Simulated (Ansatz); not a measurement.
Born–Oppenheimer molecular dynamics of H7PSn (9 atoms, charge 0, multiplicity 1). It starts at the highest image of a converged band. Of that band: Neighbouring images differ by up to 3.0 eV, so the band resolves the path poorly. A vibrational analysis at the climbing image gives one clearly imaginary mode, 1745i cm⁻¹: a first-order saddle point.

These are results of RKS BHLYP/def2-SVP (Ansatz 0.2.0), not measurements.

```json
{"ensemble": "NVE (velocity Verlet)", "time step": "0.5 fs", "steps asked": "144", "starting velocities drawn for": "100 K", "seed": "5649"}
```

First frame:

```xyz
9
Properties=species:S:1:pos:R:3
Sn -0.126 0.100 -0.192
H -0.138 -0.598 1.692
H 1.596 -0.022 -0.048
H -0.509 1.749 -0.308
H -0.631 -1.063 -1.317
P -2.902 -0.132 0.836
H -3.013 -1.429 1.402
H -2.909 0.546 2.083
H -1.069 -0.464 1.472
```

How far do the bonds stretch over the last three quarters of this one trajectory? (Pairs bonded in most of those frames.)


| bond | mean (Å) | spread (Å) | shortest | longest |
| --- | --- | --- | --- | --- |
| Sn1–H3 | 1.730 | 0.018 | 1.71 | 1.77 |
| Sn1–H4 | 1.714 | 0.009 | 1.70 | 1.74 |
| Sn1–H5 | 1.714 | 0.017 | 1.68 | 1.74 |
| Sn1–P6 | 2.610 | 0.222 | 2.29 | 2.92 |
| H2–H9 | 0.757 | 0.040 | 0.70 | 0.81 |
| P6–H7 | 1.420 | 0.004 | 1.41 | 1.43 |
| P6–H8 | 1.418 | 0.007 | 1.40 | 1.43 |

Mean temperature of the second half: 2859 K. The conserved energy stayed within 0.25 meV per atom of its start (net change -0.17 meV per atom), so the integration is sound. The kinetic energy rose, since the run started high on the potential surface and went downhill. It ends in pieces (H2 + H5PSn), so much of that is their flight and rotation, not heat. A run of 0.072 ps of so small a system gives no equilibrium averages. The orbitals stay closed-shell, which can raise the energy where a bond breaks towards radicals; this wasn't checked here.

Run time: 9.5 min on 1 thread of Intel(R) Xeon(R) Platinum 8175M CPU @ 2.50GHz (Skylake/Cascade Lake), on a shared host, peak memory 0.2 GiB.
